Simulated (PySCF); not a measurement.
# Field gradients at the hydrogen positions

Compound: C5H9F3OSi.
Structure used (GFN2-xTB), in Å, numbered top down from 1:
```xyz
19
C5H9F3OSi angstrom
C     -2.6448   -1.0562   -0.9480
C     -1.3262   -0.8972   -0.9021
C     -0.5609   -0.4150   -2.0996
Si    -0.3312   -1.2784    0.6583
C      0.5782    0.3550    1.1714
F      1.2196    0.2020    2.3877
O      1.5478    0.5906    0.1899
C      2.2270    1.7584    0.3070
F      3.2269    1.7542   -0.5800
F      1.4342    2.8149   -0.0219
H     -3.2078   -1.4097   -0.1013
H     -3.2159   -0.8422   -1.8389
H     -1.2229   -0.2342   -2.9438
H      0.1866   -1.1510   -2.3907
H     -0.0318    0.5061   -1.8642
H      0.7361   -2.2532    0.4370
H     -1.1898   -1.6202    1.7938
H     -0.0722    1.2314    1.2995
H      2.6374    1.9542    1.3131
```

Level: PBE0/pcSseg-1 (PySCF, non-relativistic); Q(2H) = 0.00286 b; rigid geometry, the same for H and D, with no vibrational averaging.

**Question.** Rank these positions by the coupling χzz of a deuteron there, largest first.
A. H15 (methyl hydrogen)
B. H18 (methine hydrogen)
C. H11 (vinylic hydrogen)
D. H17 (Si–H hydrogen)
E. H19 (methine hydrogen)

**Answer.** C (226 kHz), A (208 kHz), B (184 kHz), E (172 kHz), D (108 kHz).

**Question.** What are Vzz, η and χzz (234.96 MHz × Q × Vzz) at all hydrogens?

**Answer.** 
| atom | bonded to | bond length (Å) | Vzz (au) | η | χzz (kHz) |
| --- | --- | --- | --- | --- | --- |
| H11 | C1 | 1.077 | 0.3363 | 0.05 | 226 |
| H12 | C1 | 1.080 | 0.3308 | 0.05 | 222 |
| H13 | C3 | 1.088 | 0.3137 | 0.04 | 211 |
| H14 | C3 | 1.089 | 0.3122 | 0.04 | 210 |
| H15 | C3 | 1.088 | 0.3095 | 0.04 | 208 |
| H16 | Si4 | 1.462 | 0.1622 | 0.01 | 109 |
| H17 | Si4 | 1.464 | 0.1605 | 0.01 | 108 |
| H18 | C5 | 1.099 | 0.2739 | 0.05 | 184 |
| H19 | C8 | 1.104 | 0.2560 | 0.02 | 172 |

**Question.** Average by the element that carries the hydrogen.

**Answer.** on C: 205 kHz over 7 positions, mean bond length 1.089 Å; on Si: 108 kHz over 2 positions, mean bond length 1.463 Å.

**Question.** How does χzz go with the bond length over the 7 C–H bonds?

**Answer.** A straight-line fit has a slope of -19.9 kHz for each 0.01 Å, with a correlation coefficient of -0.99, over lengths from 1.077 to 1.104 Å. The longer bonds have the smaller couplings here.

**Question.** Give the 2H NMR doublet splittings at H14 for a magnetic field along the z, y and x axes of the gradient: 3χ/2, 3χ(1 + η)/4, 3χ(1 − η)/4.

**Answer.** With |χ| = 209.8 kHz and η = 0.038: 315, 163 and 151 kHz, to first order and without motion.

Isolated species at its GFN2-xTB geometry (one conformer only). GFN2-xTB frequencies show an imaginary mode (22i cm⁻¹), so this geometry is no minimum at that level. GFN2-xTB bond lengths can be off by several hundredths of an ångström, more for odd bonds, and the gradients follow them. With a basis this small, the couplings can be 20 % off.
